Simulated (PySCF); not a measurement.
**How the method changes the constants of MnO**

State: ⁶Σ⁺ (sextet), unpaired electrons σ ↑, π ↑↑, δ ↑↑. Set-up: basis Mn x2c-TZVPPall, O x2c-TZVPPall; spin-free X2C with a Gaussian nucleus; PySCF 2.14. De refers to Mn (3d5 4s2) + O in their high-spin ground configurations, without counterpoise correction. The functionals are run spin-unrestricted. A positive dipole means Mn(−)O(+). Levels whose curve was spin-contaminated or gave no clean fit are not listed.

```
  Level  Re (Å)  ωe (cm⁻¹)  De (eV)  μ (D)
   ROHF   1.719        772      n/a  -9.03
    PBE   1.618        922     5.42  -4.11
 r²SCAN   1.612        929     4.86  -4.34
r²SCANh   1.615        903     4.34  -4.59
   PBE0   1.619        882     3.98  -4.88
r²SCAN0   1.629        822     3.63  -4.84
  HSE06   1.621        879     3.99  -4.84
   MN15   1.608        932     4.01  -5.16
```

(1) What does a quarter of exact exchange do here, going from PBE to PBE0?

(2) What does the step from GGA to meta-GGA do here, going from PBE to r²SCAN?

(3) What does a quarter of exact exchange do here, going from r²SCAN to r²SCAN0?

The metal atom is held in its measured ground configuration; semilocal functionals can put another filling of s and d lower by some tenths of an eV, and De to that atom would be smaller. UHF is strongly spin-contaminated for MnO, so the ROHF reference used there is far from stable. The state is the lowest single determinant that the PBE0 search found; with open d or f shells the true ground state can be another one.

The whole job (state search and all levels along the bond) took about 13 min on 1 thread of Intel Xeon Platinum 8259CL @ 2.50GHz (shared host), peak memory 2.6 GiB.

Answers

(1) PBE0 less PBE: +0.1 pm in Re, -4.3 % in ωe, -1.44 eV in De. Exact exchange removes part of the self-interaction that spreads semilocal densities, and in most molecules shortens and stiffens the bond and lowers De; here ωe goes the other way.

(2) r²SCAN less PBE: -0.6 pm in Re, +0.8 % in ωe, -0.56 eV in De. 

(3) r²SCAN0 less r²SCAN: +1.7 pm in Re, -11.5 % in ωe, -1.23 eV in De. Exact exchange removes part of the self-interaction that spreads semilocal densities, and in most molecules shortens and stiffens the bond and lowers De; here Re and ωe go the other way.
